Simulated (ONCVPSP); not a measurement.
An all-electron radial function and its pseudo partner (cadmium)

Columns: radius, all-electron u(r) and pseudo u(r) of the 4p shell (level -66.99 eV) of cadmium in the configuration [Ar] 3d10 4s2 4p6 4d10 5s2; LDA (Perdew-Zunger), scalar-relativistic, ONCV scheme, ONCVPSP 4.0.1.

```
r (bohr)  all-electron  pseudo
   0.082        0.3892  0.0253
   0.165       -0.2476  0.0940
   0.248       -0.6321  0.1976
   0.330       -0.4997  0.3365
   0.413       -0.0955  0.5041
   0.495        0.3471  0.6702
   0.578        0.7190  0.8267
   0.660        0.9717  0.9741
   0.742        1.1143  1.0980
   0.825        1.1665  1.1614
   0.908        1.1520  1.1516
   0.990        1.0945  1.0942
   1.072        1.0119  1.0116
   1.155        0.9157  0.9155
   1.238        0.8161  0.8159
   1.320        0.7199  0.7197
   1.402        0.6294  0.6293
   1.485        0.5454  0.5453
   1.568        0.4699  0.4698
   1.650        0.4037  0.4036
   1.733        0.3448  0.3447
   1.815        0.2942  0.2941
   1.898        0.2498  0.2498
   1.980        0.2121  0.2121
   2.062        0.1798  0.1797
   2.145        0.1518  0.1518
```

(1) How many radial nodes do the two functions have?

(2) At about which radius was the pseudo-wave matched?

(3) Where does each function peak?

(4) Is the pseudo-wave norm-conserving?

Results:

(1) The all-electron 4p function has n − l − 1 = 2; the pseudo-wave has 0, since the states of the same l below it are removed with the core.

(2) 0.95 bohr, where the columns begin to agree (steps of 0.08 bohr).

(3) Outermost all-electron maximum near 0.82 bohr, pseudo maximum near 0.82 bohr (to the table’s step).

(4) Yes: the ONCV scheme keeps the norm inside the radius equal to the all-electron one, which fixes the energy derivative of the logarithmic derivative at the level.
